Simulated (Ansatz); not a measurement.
Calculated with Ansatz (gas phase, PBE0-D4/def2-TZVP geometries, no zero-point term in ΔE). CBS: MP2 limit from def2 TZ/QZ plus the TZ coupled-cluster correction, frozen cores. DFT in def2-TZVPP. One conformer a species, not always the lowest.

Consider the isomerisation: `CB(S)C(N)F` → `CSCB(N)F`.

```
        level  ΔE (kcal/mol)
          PBE          -46.7
HF/def2-QZVPP          -54.2
```

(1) What does CCSD(T)/CBS give? (Estimate.)

Largest T1 diagnostic among the species: 0.013.

Answers

(1) Computed: -50.9 kcal/mol. The listed levels differ from it by 4.2, -3.3 kcal/mol.

From PBE to PBE0 (25 % exact exchange), in def2-TZVPP and without D4, ΔE moves by −2.0 kcal/mol. In def2-TZVPP, CCSD(T) changes the Hartree–Fock value by +3.7 kcal/mol (the triples alone add +0.7 kcal/mol) and MP2 by +1.6 kcal/mol.
